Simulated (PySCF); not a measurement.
SMILES c1c(occ1)[SiH2]c1ccsc1 (C8H8OSSi) (GFN2-xTB optimised geometry):

```
19

C     -0.292    -4.152    -3.071
C      0.496    -5.024    -2.383
O      1.075    -4.418    -1.339
C      0.664    -3.125    -1.332
Si     1.326    -2.009     0.020
C      0.269    -0.457     0.000
C     -1.154    -0.457     0.000
C     -1.692     0.785    -0.004
S     -0.483     2.009    -0.006
C      0.753     0.814     0.000
C     -0.183    -2.921    -2.389
H     -0.874    -4.362    -3.945
H      0.716    -6.063    -2.534
H      1.204    -2.695     1.312
H      2.726    -1.653    -0.238
H     -1.740    -1.359     0.002
H     -2.726     1.069    -0.007
H      1.778     1.127     0.001
H     -0.666    -1.998    -2.641
```

Method: B3LYP/def2-SVP (PySCF).

What are the frontier orbital energies and the dipole moment?

HOMO-2 -7.05 eV, HOMO-1 -6.74 eV, HOMO -6.36 eV, LUMO -0.61 eV, LUMO+1 -0.18 eV; dipole moment 1.03 D.

Meta-Löwdin charges at B3LYP/def2-SVP: C1 -0.17, C2 0.05, O3 -0.23, C4 -0.08, Si5 0.65, C6 -0.25, C7 -0.13, C8 -0.23, S9 0.27, C10 -0.22, C11 -0.15, H12 0.12, H13 0.12, H14 -0.11, H15 -0.11, H16 0.11, H17 0.12, H18 0.12, H19 0.12.
